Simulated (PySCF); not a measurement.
Cu(Cl)(OH2) (ClCuH2O), SMILES [OH2]->[Cu][Cl], multiplicity 1.

Coordinates come from a B3LYP-D3(BJ)/def2-TZVP optimisation. The multiplicity is an assumed one; other spin states were not compared.

The numbers are results of PBE/def2-TZVPD (PySCF), not measurements.

Isolated molecule, no solvent.

```
Item                                                                                                           Result
---------------------------------------------------------------------------------------------  ----------------------
total energy                                                                                      -2176.76650 hartree
point group                                                                                                        Cs
highest occupied level                                                                                       -5.30 eV
lowest empty level                                                                                           -2.50 eV
orbital gap                                                                                                   2.79 eV
dipole moment                                                                                               1.670 e·Å
quadrupole, principal values (traceless, Buckingham form, about the centre of nuclear charge)  -7.57, -1.33, 8.90 D·Å
mean static polarisability                                                                       51.8 bohr³ (7.68 Å³)
polarisability, principal values                                                               43.5, 45.1, 66.9 bohr³
```
